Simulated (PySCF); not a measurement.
One of the candidates below gave these computed data.

| technique | computed result |
| --- | --- |
| Rotational structure | rotational constants A, B, C: 2.046, 0.949, 0.841 GHz [GFN2-xTB] |
| NMR, other nuclei | isotropic shieldings of nuclei other than C and H, by class: -4 (2 O), 308 (2 F), 347 (2 F) ppm [GIAO PBE0/pcSseg-1] |
| 1H NMR | chemical shifts (computed TMS as zero) by class: 9.77 (1 H), 2.37 (2 H) ppm [GIAO PBE0/pcSseg-1] |
| 13C NMR | chemical shifts (computed TMS as zero) by class: 160.5 (1 C), 128.8 (1 C), 120.2 (1 C), 48.8 (1 C) ppm [GIAO PBE0/pcSseg-1] |

Electronic properties: PySCF, gas phase, density fitting. Levels stand in brackets. Isolated species at its GFN2-xTB geometry (one conformer only). No diffuse functions stand in pcSseg-1, which bears on an anion's orbital energies. NMR classes are plain means over equivalent atoms (diastereotopic ones count apart unless rotation or inversion swaps them), as if these changed places fast.

Question: Which candidate is it?
A. `O=C([O-])[C@@H](F)CC(F)(F)F`
B. `O=C(CC[S-])C(F)(F)F`
C. `CCc1ccc(C(=O)[O-])o1`
D. `O=C([O-])CC(F)(F)C(F)F`

Answer: D. It is `O=C([O-])CC(F)(F)C(F)F`. Numbering: `[O:1]=[C:2]([O-:3])[CH2:4][C:5]([F:6])([F:7])[CH:8]([F:9])[F:10]`. 4 carbons fall into 4 classes; from least to most shielded: carboxylate carbon [C2] (160.5 ppm), CF2 carbon [C5] (128.8 ppm), CHF2 carbon [C8] (120.2 ppm), sp3 carbon next to a carbonyl [C4] (48.8 ppm). Hydrogen classes from least to most shielded: 1 H on a CHF2 carbon, C8 (9.77 ppm), 2 H on an sp3 carbon next to a carbonyl, C4 (2.37 ppm). The other shieldings belong to: -4 ppm, carboxylate oxygen [O1/O3]; 308 ppm, fluorine of a CF2 group [F6/F7]; 347 ppm, fluorine of a CF2 group [F9/F10]. The optimised geometry has point group C1 and is an asymmetric top.

The others, at the same levels:
- `O=C([O-])[C@@H](F)CC(F)(F)F` fails: its computed 13C shifts are 164.2 (1 C), 140.7 (1 C), 94.7 (1 C), 44.4 (1 C) ppm, 1H shifts are 4.94 (1 H), 4.64 (1 H), 2.06 (1 H) ppm and rotational constant A is 2.519 GHz (against 2.046 GHz).
- `CCc1ccc(C(=O)[O-])o1` fails: it has 7 hydrogens where the 1H data count 3; its computed 13C shifts are 171.6 (1 C), 161.5 (1 C), 153.0 (1 C), 113.3 (1 C), 110.7 (1 C), 27.7 (1 C), 20.1 (1 C) ppm, 1H shifts are 6.49 (1 H), 5.83 (1 H), 2.46 (2 H), 1.02 (3 H) ppm and rotational constant A is 3.167 GHz (against 2.046 GHz).
- `O=C(CC[S-])C(F)(F)F` fails: it has 4 hydrogens where the 1H data count 3; its computed 13C shifts are 190.4 (1 C), 129.8 (1 C), 64.4 (1 C), 57.8 (1 C) ppm, 1H shifts are 4.40 (2 H), 2.89 (2 H) ppm and rotational constant A is 2.679 GHz (against 2.046 GHz).

Each candidate is one conformer, not necessarily the lowest. The conformers computed, where there is a choice (atom-mapped SMILES and torsion angles):
- `[O:1]=[C:2]([O-:3])[CH2:4][C:5]([F:6])([F:7])[CH:8]([F:9])[F:10]`: O1–C2–C4–C5 41°, C2–C4–C5–F6 174°, C4–C5–C8–F9 -68°
- `[O:1]=[C:2]([O-:3])[C@@H:4]([F:5])[CH2:6][C:7]([F:8])([F:9])[F:10]`: O1–C2–C4–F5 31°, C2–C4–C6–C7 151°, C4–C6–C7–F8 64°
- `[CH3:1][CH2:2][c:3]1[cH:4][cH:5][c:6]([C:7](=[O:8])[O-:9])[o:10]1`: C1–C2–C3–C4 94°, C5–C6–C7–O8 0°
- `[O:1]=[C:2]([CH2:3][CH2:4][S-:5])[C:6]([F:7])([F:8])[F:9]`: O1–C2–C3–C4 81°, C2–C3–C4–S5 -179°, O1–C2–C6–F7 7°
